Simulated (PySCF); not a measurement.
Computed IR spectrum (relative IR intensity) of a molecule C5H7BO. Geometry optimised at PBE0-D3(BJ)/def2-SVP. Other conformers were not sampled. Calculation: PySCF with PBE0-D3(BJ)/def2-SVP. Frequencies are harmonic and unscaled.

```csv
ν (cm⁻¹),relative intensity
129,3.1
275,2.3
474,4.7
635,11
715,30
764,5.5
770,20
913,4.2
988,6.4
1014,96
1086,26
1119,2.6
1194,2.5
1201,26
1278,73
1372,56
1392,33
1406,100
1468,15
1475,7.2
1496,16
2195,68
3046,23
3070,39
3089,2.5
3133,14
3141,18
3150,12
3478,40
```

Which structure fits?
A. C#CB1OC[C@@H]1C
B. C#CB(C=O)CC
C. CC#CB1CCO1
D. C#CB1CCCO1

A, C#CB1OC[C@@H]1C
